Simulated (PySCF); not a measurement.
**How methods differ on the excitation energy of B⁺**

B⁺ [He] 2s2 (1S) → B⁺ [He] 2p2 (3P), as a difference of total energies. All numbers are calculated (PySCF 2.14, scalar relativity by spin-free X2C-1e, in aug-cc-pCVTZ-DK). Correlated levels: valence and next inner shell: nothing frozen. The calculations carry no spin-orbit coupling.

```
                                method  excitation energy (cm⁻¹)  error (cm⁻¹)
                                   UHF                     88571        -10355
    MP2 (valence and next inner shell)                     94970         -3956
SCS-MP2 (valence and next inner shell)                     97779         -1148
   CCSD (valence and next inner shell)                     99292          +366
CCSD(T) (valence and next inner shell)                     99395          +469
```

Reference: 98926 cm⁻¹ (measured; NIST levels, between the centres of gravity of the two terms).

Errors of the correlated levels include the incompleteness of this basis.
